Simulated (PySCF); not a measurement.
Compound: C5H6F2O.
Z-matrix (Å and degrees, GFN2-xTB geometry), rows numbered from 1:
```
C 
C   1  1.3310
C   2  1.4706  1  121.75
O   3  1.2044  2  124.80  1   179.39
C   2  1.5075  1  123.17  3   178.33
F   5  1.3767  2  110.91  1    16.33
C   5  1.5320  2  111.16  1  -105.98
F   7  1.3703  5  111.08  2    45.30
H   1  1.0768  2  121.19  3     0.73
H   1  1.0768  2  121.48  3  -179.37
H   3  1.1050  2  113.61  1    -0.61
H   5  1.0982  2  110.18  1   134.01
H   7  1.0941  5  110.22  2   164.00
H   7  1.0935  5  109.78  2   -73.27
```

The closed-shell ground state was solved at several levels (PySCF, density fitting, gas phase, non-relativistic).

| level | basis functions | HOMO (eV) | LUMO (eV) | gap (eV) | dipole (D) |
| --- | --- | --- | --- | --- | --- |
| PBE0/pcSseg-1 | 166 | -7.93 | -2.11 | 5.82 | 1.39 |
| B3LYP/pcJ-1 | 276 | -7.67 | -2.32 | 5.35 | 1.40 |

Problem. Estimate the row for PBE0/def2-SVPD, a basis of 217 functions; the other rows only guide the guess.

Solution. HOMO -8.01 eV, LUMO -2.21 eV, gap 5.80 eV, dipole 1.44 D.

Problem. Over all these levels, which gives the widest orbital gap and which the narrowest?

Solution. PBE0/pcSseg-1 (global hybrid, 25 % exact exchange) has the widest, 5.82 eV, and B3LYP/pcJ-1 (global hybrid, 20 % exact exchange) the narrowest, 5.35 eV. Functional and basis both differ between the two, so the spread mixes both effects.

Problem. How far do the dipole and the HOMO energy spread over the levels?

Solution. The dipole runs from 1.39 to 1.44 D (mean 1.41 D) and the HOMO from -8.01 to -7.67 eV.

One conformer stands for the species.
